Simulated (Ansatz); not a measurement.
Ansatz results at the PBE0-D4/def2-TZVP geometry: size of the dipole moment (B3LYP/def2-TZVPP) 1.97 D; HOMO–LUMO gap (ωB97M-V/def2-TZVPP) 10.54 eV; size of the dipole moment (ωB97M-V/def2-TZVPP) 1.99 D.

Each molecule was computed in one conformer, which needn't be the lowest.

Question: Which molecule gave them?
A. `C[O][InH][C]#N`
B. `O[SiH](S)[SiH2][SiH3]`
C. `N=[C](S)[GeH3]`
D. `[NH2][GeH]1[CH2][S]1`

Answer: D. The others give `O[SiH](S)[SiH2][SiH3]`: 1.58, 11.02, 1.58; `N=[C](S)[GeH3]`: 1.56, 11.11, 1.56; `C[O][InH][C]#N`: 3.10, 9.74, 3.12.

B3LYP here is the variant with VWN-RPA as its local correlation; programs differ in this.
